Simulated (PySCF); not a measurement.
# Electron correlation in Be (beryllium, neutral)

[He] 2s2, closed-shell 1S. Calculation: PySCF 2.14, in Sapporo-DZP-2012; scalar relativity by spin-free X2C-1e. Frozen: 1s2; 2 electrons correlated.

Total MP2 correlation energy: -22.79 mhartree.

Same-spin part 0.00 and opposite-spin part -22.79 mhartree; SCS-MP2 scales them by 1/3 and 6/5 to -27.34 mhartree.

With two correlated electrons CCSD is exact within the correlated space (frozen core and kept virtual orbitals).

| level | correlation energy (mhartree) |
| --- | --- |
| CCSD | -44.51 |

Diagnostics: T1 = 0.018, D1 = 0.0258, largest double amplitude 0.184.

Question: Is a single reference adequate?

Answer: Not fully. A double-excitation amplitude exceeds 0.15, a sign of near-degeneracy.
